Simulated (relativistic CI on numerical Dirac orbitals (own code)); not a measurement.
Exchange splitting of the 3s photoelectron line of V+

Problem. V+ ([Ar] 3d4) has the spin S = 2. The exchange integral with a hole in 3s, calculated from Dirac-KLI orbitals and scaled by 0.8, is G^2(3s,3d) = 7.741 eV, with l = 2 the orbital momentum of the open shell. Find the splitting and the intensity ratio of the 3s line.

Working.
1. The electron left in 3s couples its spin to S, giving S + ½ = 5/2 and S − ½ = 3/2.
2. Van Vleck's theorem gives ΔE = (2S + 1) G^l/(2l + 1) = 5 × 7.741/5 = 7.74 eV, with the high-spin state at lower binding energy.
3. The intensities follow the multiplicities, (2S + 2) : 2S = (S + 1) : S = 1.50.

Check. The full multiplet calculation with spin-orbit coupling puts the centres of the two groups of its strongest lines 7.74 eV apart. Measured splittings are much smaller, often about half, when hole and open shell share n, because correlation inside the n = 3 shell lowers the low-spin state; the low-spin line also loses weight to satellites, so measured ratios exceed (S + 1)/S. The splitting still grows with S and serves to read the spin state.
